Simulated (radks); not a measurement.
Results of a calculation; reference values are marked as such.
Question: Ionisation of Kr3+, [Ar] 3d10 4s2 4p3, to Kr4+, [Ar] 3d10 4s2 4p2, under several functionals. Scalar-relativistic Kohn-Sham, spin-unpolarised, spherical densities, finite nucleus; a radial shooting solver on a logarithmic mesh with Libxc functionals. Known Delta-SCF values: LDA (Slater exchange, Perdew-Zunger correlation) 50.074 eV. What does exchange-only B88 give, and what is its highest occupied eigenvalue?

Answer: 48.735 eV by Delta-SCF; the 4p eigenvalue is -42.230 eV. NIST: 50.9 eV (measured).

Beside tabulated values, note that spin-unpolarised runs miss the spin-polarisation part of the exchange energy of open shells.
